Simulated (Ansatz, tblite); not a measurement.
Cost and result up the ladder for Sn3⁻ (the lowest doublet isomer of a short search) (3 atoms). Total charge -1; doublet. Geometry: r2SCAN-D4/def2-SVPD.

```
atom   x (Å)   y (Å)   z (Å)
 Sn1  -1.228  -1.134  -0.196
 Sn2   0.214   0.956   1.369
 Sn3   1.014   0.178  -1.172
```

Ansatz on 4 threads of AMD EPYC 9R45 on a shared host; xTB runs through tblite on one thread. Times are rough, summed over both states, and most runs start from the orbitals of an earlier one. PBE0-D4/def2-TZVPD serves as the yardstick here, not as an exact answer. The other state is a triplet.

In the def2 sets Sn takes a core potential; there is no spin–orbit coupling. The xTB rows come from tblite. The structure comes from a short search, and lower isomers may exist.

Raw xTB energies of ions are shifted by several eV, and xTB has no spin-polarisation term.

| level | functions | wall time |
| --- | --- | --- |
| GFN1-xTB | 27 | 0.004 s |
| GFN2-xTB | 27 | 0.005 s |
| PBE-D4/def2-TZVPD | 168 | 2.1 s |
| r2SCAN-D4/def2-TZVPD (with forces) | 168 | 4.5 s |
| PBE0-D4/def2-TZVPD | 168 | 4.9 s |

Question: Estimate what each level gives for the vertical IE (eV).

Answer: 
```csv
level,vertical IE (eV),difference from PBE0-D4/def2-TZVPD (eV),remarks
GFN1-xTB,6.23,4.11,–
GFN2-xTB,5.30,3.18,–
PBE-D4/def2-TZVPD,2.09,-0.03,HOMO above zero (-1 doublet)
r2SCAN-D4/def2-TZVPD (with forces),2.11,-0.01,–
PBE0-D4/def2-TZVPD,2.12,0.00,–
```
